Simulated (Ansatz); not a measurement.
`BC(C)C` + `N=CCl` → `B/N=C\Cl` + propane at 500 K and 1 bar (ligand exchange at a B–C bond).

Program: Ansatz. Geometries: PBE0-D4/def2-TZVP. ΔE: electronic, gas phase. CCSD(T)/CBS adds triple-zeta CCSD(T) − MP2 to the extrapolated MP2 energy (def2 sets, frozen cores). This one scheme is used for every species. Each species was taken in one conformer, which may not be the lowest.

```json
{"species": "`BC(C)C`", "CCSD(T)/CBS energy (Eh)": "-144.34943", "H − E (kJ/mol)": "339.4", "S (J/(mol·K))": "369.3"}
{"species": "`N=CCl`", "CCSD(T)/CBS energy (Eh)": "-553.70684", "H − E (kJ/mol)": "105.7", "S (J/(mol·K))": "288.6"}
{"species": "`B/N=C\\Cl`", "CCSD(T)/CBS energy (Eh)": "-579.12291", "H − E (kJ/mol)": "144.8", "S (J/(mol·K))": "337.9"}
{"species": "`CCC`", "CCSD(T)/CBS energy (Eh)": "-118.98051", "H − E (kJ/mol)": "304.1", "S (J/(mol·K))": "314.1"}
```

H − E and S are ideal-gas, rigid-rotor, harmonic terms from PBE0-D4/def2-TZVP, for one conformer and one mirror image of each species. 1 Eh = 2625.50 kJ/mol, R = 8.31446 J/(mol·K).

Q: By hand: ΔE, ΔH, ΔS and ΔG.

A: ΔE = (-579.12291) + (-118.98051) − (-144.34943) − (-553.70684) = -0.04715 Eh = -123.8 kJ/mol. Δ(H − E) = 144.8 + 304.1 − 339.4 − 105.7 = 3.8, so ΔH = -120.0 kJ/mol. ΔS = 337.9 + 314.1 − 369.3 − 288.6 = -5.9 J/(mol·K). ΔG = -120.0 − 500 × (-5.9)/1000 = -117.0 kJ/mol.

Q: By hand: the equilibrium constant, and the temperature at which ΔG would vanish if ΔH and ΔS stayed fixed.

A: log₁₀ K = −ΔG/(RT ln 10) = 12.2. ΔG = 0 at ΔH/ΔS = 20339 K, far beyond where these terms or the molecules hold.

The number of gas molecules stays the same, so ΔS is small and ΔH decides. A doubt of 5 kJ/mol in ΔE shifts log₁₀ K by 0.5 here. Other conformers and mirror images would add mixing entropy, several J/(mol·K) or more a flexible species. These are equilibria of isolated gas molecules and say nothing of rates. Largest T1 diagnostic: 0.014 (customary marks: 0.02 for closed shells, 0.045 for open ones).
